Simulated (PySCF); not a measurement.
# ClWN + H₂O → WN(OH) + HCl

Level: PBE0 in the def2-TZVP basis family, computed in PySCF with density fitting; scalar-relativistic core potentials for atoms from Rb on, none lighter, no spin–orbit coupling; open shells unrestricted.

```json
{"species": "ClWN", "state and structure": "triplet, Cs, W–Cl 2.270 Å, W–N 1.655 Å; Cl–W–N 108.7°", "E (Eh)": "-581.83610", "ZPE (kJ/mol)": "10.5", "H(298 K) − H(0) (kJ/mol)": "12.2", "S° (J/(mol K))": "304.2"}
{"species": "H₂O", "state and structure": "singlet, C2v, O–H 0.960 Å (×2); H–O–H 105.1°", "E (Eh)": "-76.37736", "ZPE (kJ/mol)": "56.5", "H(298 K) − H(0) (kJ/mol)": "9.9", "S° (J/(mol K))": "188.7"}
{"species": "WN(OH)", "state and structure": "triplet, Cs, O–H 0.959 Å, W–N 1.660 Å, W–O 1.898 Å; H–O–W 121.6°, N–W–O 109.8°", "E (Eh)": "-197.53364", "ZPE (kJ/mol)": "42.5", "H(298 K) − H(0) (kJ/mol)": "12.6", "S° (J/(mol K))": "297.9"}
{"species": "HCl", "state and structure": "singlet, C∞v, H–Cl 1.279 Å", "E (Eh)": "-460.66440", "ZPE (kJ/mol)": "17.9", "H(298 K) − H(0) (kJ/mol)": "8.7", "S° (J/(mol K))": "186.6"}
```

Problem. What is the electronic reaction energy?

Solution. At PBE0/def2-TZVP, ΔE = 40.5 kJ/mol from the differences of the total energies times 2625.5, uphill. 

Problem. Add zero-point, thermal and entropy terms for 298.15 K and 1 bar.

Solution. ΔZPE = -6.6 and Δ[H(298) − H(0)] = -0.8 kJ/mol give ΔH° = 33.1 kJ/mol. ΔS° = -8.4 J/(mol K), so ΔG° = 33.1 − 298.15 × (-0.0084) = 36 kJ/mol and log₁₀K = -6.2.

Spin–orbit coupling can matter for ClWN, WN(OH) and is left out. Open d or f shells are single determinants, so the state found may not be the ground state. The structures come from searches over a few start shapes, so lower isomers are not excluded.
